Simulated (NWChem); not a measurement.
System: C4H7F; SMILES CC(C)=CF

Results from NWChem. Pople sets run with spherical d functions. Geometry: optimised at PBE0/def2-SVP. Level MN15/6-31G*: energy and gradient on several grids; changes count from the extra-fine grid, which is no exact limit either.

| grid | size of the energy change (μHa) | largest change of a gradient component (μHa/bohr) | time, medium = 1 (rough) |
|---|---|---|---|
| xcoarse | 50000 | 3000 | about 1 |
| coarse | 50 | 100 | about 1 |
| medium | 20 | 50 | about 1 |
| fine | < 10 | < 30 | about 1 |
| xfine | < 10 | < 30 | 2 |
